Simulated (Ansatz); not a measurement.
The first iterations of a band of F$_{4}$H$_{4}$OSiZr (11 atoms, charge 0, multiplicity 1).

Method: RHF/def2-SVP (Ansatz).

```json
{"movable images": "2", "climbing image": "yes", "spring": "5.0 eV/Å²", "optimiser": "quadratic models (default)", "start path": "through a guess of the saddle point", "force threshold": "0.05 eV/Å", "iteration limit": "60", "end points": "relaxed"}
```

First end point:

```xyz
11
Properties=species:S:1:pos:R:3
Zr 0.003 0.082 0.012
F 0.320 -0.112 1.904
F 1.810 0.059 -0.606
F -0.596 1.823 -0.500
F -0.714 -1.331 -1.090
O -2.138 -0.282 0.908
Si -3.517 -1.002 0.192
H -3.363 -2.463 0.212
H -4.662 -0.594 1.029
H -3.613 -0.458 -1.166
H -2.138 -0.154 1.850
```

Last end point:

```xyz
11
Properties=species:S:1:pos:R:3
Zr -0.231 0.003 -0.344
F -0.490 0.709 2.003
F 1.196 -0.969 0.482
F -0.015 1.898 -0.514
F -0.137 -0.586 -2.155
O -2.029 -0.573 0.178
Si -3.554 -1.209 0.178
H -3.502 -2.662 -0.086
H -4.158 -0.981 1.513
H -4.384 -0.543 -0.847
H -1.305 0.480 2.337
```

| iteration | highest image above the first end (eV) | largest band force component (eV/Å) |
| --- | --- | --- |
| 1 | 3.677 | 7.042 |
| 2 | 1.868 | 4.190 |
| 3 | 1.492 | 4.422 |
| 4 | 1.180 | 1.656 |
| 5 | 0.975 | 1.226 |
| 6 | 0.998 | 3.363 |
| 7 | 0.852 | 0.337 |

Question: Does the band converge within its limit, and where does its top end?

Answer: The forces met the threshold. It ended after 23 iterations with the highest image 1.016 eV above the first end. Another band between the same ends (5 images) ends at a top of the same energy, where a vibrational analysis finds 1 clearly imaginary mode. So few images can step over the top or miss a turn of the path. The orbitals stay closed-shell, which can raise the energy where a bond breaks towards radicals; this wasn't checked here.

Time of the run: 90 s on 4 threads of Arm Neoverse V1 (shared host), peak memory 0.4 GiB.
